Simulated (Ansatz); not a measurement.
```xyz
6

N     0.4364   -0.2724    0.9223
Al   -0.2857    0.1783   -0.6040
Br    1.0060    0.4288   -2.4177
Br   -2.4989    0.5029   -0.7375
H     1.4204   -0.4347    1.0592
H    -0.0782   -0.4030    1.7776
```

Charge 0, multiplicity 1.

List the B3LYP/def2-TZVPP orbital energies in eV (Ansatz 0.2.0). (Estimate.)

The calculation gave: Occupied: -13139.12, -13139.12, -1700.77, -1700.77, -1532.46, -1532.46, -1532.43, -1532.43, -1532.42, -1532.42, -1525.75, -389.32, -236.56, -236.56, -177.38, -177.38, -177.26, -177.26, -177.24, -177.24, -113.66, -74.36, -74.28, -74.20, -71.68, -71.68, -71.64, -71.64, -71.63, -71.63, -71.53, -71.53, -71.53, -71.53, -23.11, -21.19, -20.95, -13.64, -12.57, -10.54, -9.77, -8.93, -8.66, -8.43, -8.22, -7.74. Lowest empty: -1.07, -0.58, 0.74, 1.52, 2.17, 2.33, 2.61, 3.84.

B3LYP here is the variant with VWN-RPA as its local correlation; programs differ in this.
